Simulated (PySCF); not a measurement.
Computed IR spectrum (relative IR intensity) of a molecule CH₁₁NSi₃. Geometry optimised at PBE-D3(BJ)/def2-SVP. Other conformers were not sampled. Level of theory: PBE-D3(BJ)/def2-SVP in PySCF. Frequencies are harmonic and unscaled.

Lines under 2 % of the strongest are left out, and lines within 2 cm⁻¹ are merged.

```csv
ν (cm⁻¹),relative intensity
328,4.9
363,11
401,2.2
490,3.0
727,5.9
782,100
806,9.9
849,9.4
864,4.4
879,6.8
893,19
899,17
902,41
908,11
918,13
1144,29
1215,5.1
2130,21
2136,8.2
2147,44
2152,19
2158,7.1
2166,38
3497,5.5
```

Q: Pick the molecule that these values belong to.
A. C[Si@H](N)[SiH2][SiH3]
B. N[SiH2][SiH2]C[SiH3]
C. C[SiH2]N[SiH2][SiH3]
D. NC[SiH]([SiH3])[SiH3]

A: C, C[SiH2]N[SiH2][SiH3]
